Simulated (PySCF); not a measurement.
## Magnetic susceptibility: SMILES C=[N][GaH2-][N+]#CC, C₃H₇GaN₂

Geometry:
```csv
atom,x (Å),y (Å),z (Å)
C1,-2.543,1.208,0.185
N2,-2.129,0.150,-0.324
Ga3,-1.300,-1.271,-1.046
N4,0.706,-0.842,-0.887
C5,1.610,-0.341,-0.381
C6,2.750,0.257,0.229
H7,-1.881,2.023,0.514
H8,-3.612,1.401,0.343
H9,-1.432,-1.337,-2.559
H10,-1.302,-2.477,-0.111
H11,3.175,1.005,-0.441
H12,2.457,0.735,1.164
H13,3.498,-0.510,0.435
```

Theory: PySCF, GIAO wB97X-D/pcSseg-1 magnetisability, rotational g tensor and spin-rotation constants, non-relativistic, gas phase. Geometry: GFN2-xTB.

The calculation is non-relativistic, which matters for the atoms heavier than Zn.

Question: How diamagnetic is it, and how anisotropic?

Answer: Isotropic -993 × 10⁻³⁰ J/T², or -59.8 × 10⁻⁶ cm³/mol; principal values -1158, -1023, -797 × 10⁻³⁰ J/T², anisotropy 315 × 10⁻³⁰ J/T² (root of half the summed squared differences of the principal values). The susceptibility is in cgs units.

Question: Split it along the inertial axes a, b, c into diamagnetic and paramagnetic parts about the centre of mass, with the quadrupole moment.

Answer: 
| axis | χ (10⁻⁶ cm³/mol) | diamagnetic (10⁻⁶ cm³/mol) | paramagnetic (10⁻⁶ cm³/mol) | summed x² of all electrons (Å²) | quadrupole Θ (D Å) |
| --- | --- | --- | --- | --- | --- |
| a | -67.7 | -446.0 | 378.3 | 224.5 | +20.39 |
| b | -49.9 | -1021.2 | 971.4 | 88.9 | -7.60 |
| c | -61.7 | -1329.8 | 1268.1 | 16.2 | -12.79 |

Anisotropies 2χaa − χbb − χcc = -23.9 and 2χbb − χaa − χcc = +29.7 × 10⁻⁶ cm³/mol. Θ is traceless in Buckingham's convention.

Question: And the rotational g tensor?

Answer: 
| axis | rotational constant (GHz) | g | nuclear part | electronic part |
| --- | --- | --- | --- | --- |
| a | 3.4930 | -0.0312 | 0.5896 | -0.6208 |
| b | 1.2841 | -0.0123 | 0.5737 | -0.5860 |
| c | 0.9604 | -0.0025 | 0.5697 | -0.5721 |

Asymmetric top; isotopes 12C, 69Ga, 1H, 14N; no vibrational averaging.
